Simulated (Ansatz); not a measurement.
Tl3. The state is a doublet with charge 0. Geometry PBE-D4/def2-SVP, that of the charge +1 singlet; atoms count from 1.

```xyz
3

Tl    0.236   -0.417    2.093
Tl    0.392    1.973   -0.753
Tl   -0.629   -1.556   -1.341
```

In the def2 sets Tl takes a core potential; there is no spin–orbit coupling. The charge 0 doublet is spin-contaminated (final ⟨S²⟩ up to 1.52, 0.75 for a pure state). The structure comes from a short search, and lower isomers may exist.

**Question.** Estimate the Mulliken populations from the PBE0/def2-TZVP orbitals of Ansatz.

**Answer.** 
| atom | charge (e) | spin (α − β) |
| --- | --- | --- |
| Tl1 | 0.03 | 0.00 |
| Tl2 | -0.06 | 0.99 |
| Tl3 | 0.03 | 0.00 |
Mulliken values and Mayer orders depend strongly on the basis.

**Question.** Where does the spin sit?

**Answer.** Summed by element: Tl 1.00, of 1 unpaired in all. Largest on single atoms: Tl2 0.99, Tl1 0.00, Tl3 0.00.
